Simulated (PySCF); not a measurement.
# Heteronuclear NMR

Atom-mapped SMILES (the numbers label the heavy atoms): `[F:1][CH:2]([F:3])/[CH:4]=[CH:5]\[CH2:6][NH:7][SiH3:8]`; H(Xn) means a hydrogen on atom n.

PySCF 2.14 calculation with NMR shieldings at PBE0/pcSseg-1/GIAO and geometry: GFN2-xTB; single conformer, no relativistic terms, equivalent nuclei averaged, no solvent model.

Q: Predict the ¹⁹F NMR data.

A: 
```csv
atoms,environment,σ (ppm),δ (ppm)
F1/F3,fluorine of a CF2 group,302.5,-112.3
```

Shieldings were converted by a linear fit to measured shifts: ¹⁹F: δ = 146.13 − 0.903σ +14.6 on sp3 carbon (rms 6.0 ppm, 223 shifts, 7.0 ppm with the 5 outliers that the fit left out vs CFCl3, solution or neat liquid). Occasional misses reach two or three times the rms, and more in compound classes unlike the fitted ones.

On a 300 MHz spectrometer ¹⁹F resonates near 282.3 MHz, so 1 ppm is 282.3 Hz.

Q: Where does ²⁹Si resonate?

A: 
| atoms | environment | σ (ppm) | δ (ppm) |
| --- | --- | --- | --- |
| Si8 | silicon bonded to N, 3 H | 404.4 | -52.5 |

Shieldings were converted by a linear fit to measured shifts: ²⁹Si: δ = 279.94 − 0.822σ (rms 8.9 ppm, 72 shifts, 25.8 ppm with the 6 outliers that the fit left out vs TMS, solution or neat liquid). Occasional misses reach two or three times the rms, and more in compound classes unlike the fitted ones.

On a 400 MHz spectrometer ²⁹Si resonates near 79.5 MHz, so 1 ppm is 79.5 Hz.

Q: Predict the ¹⁵N NMR data.

A: 
```
atoms                  environment  σ (ppm)  δ (ppm)
   N7  nitrogen bonded to C, Si, H    241.4   -370.5
```

Shieldings were converted by a linear fit to measured shifts: ¹⁵N (scatter 6.3 ppm rms vs CH3NO2, solution or neat liquid). Occasional misses reach two or three times the rms, and more in compound classes unlike the fitted ones.

On a 300 MHz spectrometer ¹⁵N resonates near 30.4 MHz, so 1 ppm is 30.4 Hz.
